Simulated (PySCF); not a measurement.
# C₆ coefficients of unlike pairs at B97-3

Calculated with PySCF 2.14 from the dipole response of each species, C₆(A,B) = (3/π) ∫ α_A(iu) α_B(iu) du, in atomic units, from isotropic polarisabilities. For ions this is the dispersion term alone; charge-induced terms of lower order in 1/R come first.

| species | configuration | basis | relativity | α (bohr³) | C₆ (like pair) |
| --- | --- | --- | --- | --- | --- |
| Pd⁺ | [Kr] 4d9 (2D) | x2c-QZVPPall with one added diffuse shell each of s, p, d, f, g type (14s9p8d5f3g) | spin-free X2C | 11.51 | 70.08 |
| V³⁺ | [Ar] 3d2 (3F) | aug-cc-pwCVTZ-DK (10s9p7d4f3g) | spin-free X2C | 2.202 | 5.663 |
| S²⁺ | [Ne] 3s2 3p2 (3P) | dyall-av3z (19s12p3d2f) | spin-free X2C | 7.262 | 26.32 |
| Li | [He] 2s1 (2S) | aug-cc-pVTZ with one added diffuse shell each of s, p, d, f type (6s5p4d3f) | none | 157.8 | 1315 |

(1) Estimate C₆ for Li with Pd⁺.

No spin-orbit coupling is included.

The other pairs:

```
    pair     C₆
S²⁺, Pd⁺  42.48
V³⁺, Pd⁺  19.06
 Li, S²⁺  111.2
 Li, V³⁺  35.83
S²⁺, V³⁺  11.09
```

Results:

(1) The integral gives 174.6. The combination rule 2 C_A C_B / (C_A α_B/α_A + C_B α_A/α_B) gives 174.5 and the geometric mean 303.6.
